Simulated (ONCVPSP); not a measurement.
Which change was made? (As, ONCV)

- Element: As (Z = 33)
- Generator: ONCVPSP 4.0.1
- Type: optimised norm-conserving Vanderbilt (ONCV)
- Functional: LDA (Perdew-Wang 92)
- Relativity: fully relativistic
- Frozen core: [Ar]
- Valence charge: 15
- Reference configuration: 3d10 4s2 4p1 (charge +2)
- Partial waves: 4s: rc 1.65 bohr, ncon 4, nbas 9, qcut 4.1 1/bohr, 3 projectors, debl 2.3 Ha; 4p: rc 1.70 bohr, ncon 4, nbas 7, qcut 4.7 1/bohr, 2 projectors, debl 1.7 Ha; 3d: rc 0.80 bohr, ncon 4, nbas 9, qcut 19.4 1/bohr, 2 projectors, debl 1.4 Ha
- Local potential: polynomial inside 0.65 bohr (lpopt 4, dvloc0 3 Ha)
- Core correction: none

Open shells are filled in proportion to 2j + 1.

In the d channel the program set the typed energies aside and used -2.276, 0.250 Ha (j = l + 1/2; the other j can differ).

Cutoffs, loose and tight: the cutoffs (Ha) at which the residual kinetic energy of the hardest occupied pseudo-wave falls to 1 and 0.1 mHa per electron. They do not see the model core or the augmentation charge, which bear on the density cutoff. Test errors are all-electron minus pseudo excitation energies from the reference, over the configurations 3d10 4s2 4p3; 3d10 4s2 4p2; 3d10 4s2 4p0; 3d10 4s1 4p0; variants that change the core or the reference have their own tests.

The base gives: outcome: generated, projector energies reset by the program; cutoff, loose: 153 Ha; cutoff, tight: 170 Ha; bound ghosts: none; GHOST(+) flags above zero: s, p3/2, p1/2; largest test error (meV): +34.

After one change the result is: outcome: generated, projector energies reset by the program; cutoff, loose: 153 Ha; cutoff, tight: 170 Ha; bound ghosts: s; GHOST(+) flags above zero: p3/2, p1/2; largest test error (meV): +34. Which change was it?
A. local potential polynomial inside 0.65 bohr (lpopt 4, dvloc0 -0.5 Ha)
B. core [Ar] 3d10, valence charge 5; reference 4s2 4p3; waves now 4s: rc 1.70 bohr, ncon 4, nbas 7, qcut 3.8 1/bohr, 1 projector; 4p: rc 1.85 bohr, ncon 4, nbas 9, qcut 4.8 1/bohr, 2 projectors, debl 0.4 Ha; local potential polynomial inside 1.50 bohr (lpopt 5, dvloc0 2 Ha)
C. s: rc 2.08
D. scalar-relativistic
E. d: rc 1.02

A. The others give: d: rc 1.02 → outcome: generated, projector energies reset by the program; cutoff, loose: 126 Ha; cutoff, tight: 142 Ha; bound ghosts: none; GHOST(+) flags above zero: s, p3/2, p1/2; largest test error (meV): +36 | s: rc 2.08 → outcome: generated, projector energies reset by the program; cutoff, loose: 153 Ha; cutoff, tight: 170 Ha; bound ghosts: none; GHOST(+) flags above zero: s, p3/2, p1/2; largest test error (meV): +9.5 | scalar-relativistic → outcome: generated, projector energies reset by the program; cutoff, loose: 153 Ha; cutoff, tight: 170 Ha; bound ghosts: none; GHOST(+) flags above zero: s, p; largest test error (meV): +24 | core [Ar] 3d10, valence charge 5; reference 4s2 4p3; waves now 4s: rc 1.70 bohr, ncon 4, nbas 7, qcut 3.8 1/bohr, 1 projector; 4p: rc 1.85 bohr, ncon 4, nbas 9, qcut 4.8 1/bohr, 2 projectors, debl 0.4 Ha; local potential polynomial inside 1.50 bohr (lpopt 5, dvloc0 2 Ha) → outcome: generated; cutoff, loose: 22 Ha; cutoff, tight: 39 Ha; bound ghosts: none; GHOST(+) flags above zero: none; largest test error (meV): +120.
